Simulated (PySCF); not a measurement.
Choosing a molecule for a target property.

Species are written as SMILES; each is one conformer at its optimised geometry, gas phase, non-relativistic unless stated. Electronic properties by PySCF.

Dipoles, sizes and rotational constants follow the conformer. The torsions of the flexible species, by atom-mapped SMILES:
- `[CH2:1]=[CH:2]/[CH:3]=[C:4](/[CH:5]=[CH2:6])[C:7](=[O:8])[O:9][CH3:10]`: C1–C2–C3–C4 179°, C3–C4–C5–C6 -170°, C3–C4–C7–O8 51°, C4–C7–O9–C10 179°
- `[CH3:1][C:2](=[O:3])[O:4][CH:5]1[CH:6]=[CH:7][CH2:8][CH:9]=[CH:10]1`: C1–C2–O4–C5 -177°, C2–O4–C5–C6 -122°
- `[CH3:1][n:2]1[cH:3][cH:4][c:5]([CH2:6][C:7]([F:8])([F:9])[F:10])[cH:11]1`: C4–C5–C6–C7 -88°, C5–C6–C7–F8 62°
- `[CH3:1][C:2](=[O:3])/[C:4]([F:5])=[CH:6]/[CH2:7][F:8]`: C1–C2–C4–F5 -1°, C4–C6–C7–F8 169°
- `[O:1]=[C:2]([NH:3][SiH3:4])[SiH2:5][N:6]([SiH3:7])[SiH3:8]`: O1–C2–N3–Si4 0°, O1–C2–Si5–N6 -2°, C2–Si5–N6–Si7 -177°
- `[F:1][CH2:2][Si:3]([SiH3:4])([SiH3:5])[CH2:6][CH2:7][Cl:8]`: F1–C2–Si3–Si4 -78°, C2–Si3–C6–C7 85°, Si3–C6–C7–Cl8 -59°

Problem. Wanted: HOMO energy below -8 eV (PBE0/pcSseg-1) and dipole moment above 2 D (PBE0/pcSseg-1), at GFN2-xTB geometries. Which candidate meets both?
A. `C(=C)/C=C(\C(OC)=O)C=C`
B. `O=C(OC1C=CCC=C1)C`
C. `CC(=O)/C(F)=C/CF`
D. `O=C([SiH2]N([SiH3])[SiH3])N[SiH3]`
E. `FC[Si]([SiH3])([SiH3])CCCl`
F. `Cn1ccc(CC(F)(F)F)c1`

Solution. E. Computed values:
```
                          species  HOMO energy  dipole moment
       FC[Si]([SiH3])([SiH3])CCCl     -8.19 eV         2.85 D
                 CC(=O)/C(F)=C/CF     -7.86 eV         2.63 D
O=C([SiH2]N([SiH3])[SiH3])N[SiH3]     -7.45 eV         3.45 D
                O=C(OC1C=CCC=C1)C     -7.19 eV         2.28 D
           C(=C)/C=C(\C(OC)=O)C=C     -6.45 eV         1.61 D
              Cn1ccc(CC(F)(F)F)c1     -6.27 eV         4.00 D
```

Problem. Wanted: HOMO–LUMO gap between 5 eV and 6.8 eV (PBE0/pcSseg-1) and smallest rotational constant below 0.6 GHz (GFN2-xTB), at GFN2-xTB geometries. Which candidate meets both?
A. `O=C(N[SiH3])[SiH2]N([SiH3])[SiH3]`
B. `C(/CF)=C(/F)C(=O)C`
C. `Cn1ccc(CC(F)(F)F)c1`
D. `C=C/C=C(/C=C)C(=O)OC`

Solution. A. Computed values:
```
                          species  HOMO–LUMO gap  smallest rotational constant
             C=C/C=C(/C=C)C(=O)OC        4.72 eV                     0.689 GHz
               C(/CF)=C(/F)C(=O)C        5.90 eV                     0.854 GHz
O=C(N[SiH3])[SiH2]N([SiH3])[SiH3]        6.63 eV                     0.431 GHz
              Cn1ccc(CC(F)(F)F)c1        6.99 eV                     0.559 GHz
```
